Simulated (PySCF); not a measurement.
arsine (H₃As), SMILES [AsH3]. Heavy atoms are numbered as in [AsH3:1]. Hydrogens are named by the atom that carries them.

Coordinates come from a B3LYP-D3(BJ)/def2-TZVP optimisation.

Method: B3LYP/pcSseg-2 (PySCF).

GIAO shieldings, no solvent; atoms alike by connectivity are averaged. δ = σ(ref) − σ: ¹H against TMS (σ = 31.68 ppm), references at their B3LYP-D3(BJ)/def2-TZVP geometries, non-relativistic.

```
nucleus     atoms  count  δ (ppm)
-------  --------  -----  -------
¹H       H on As1      3     2.60
```
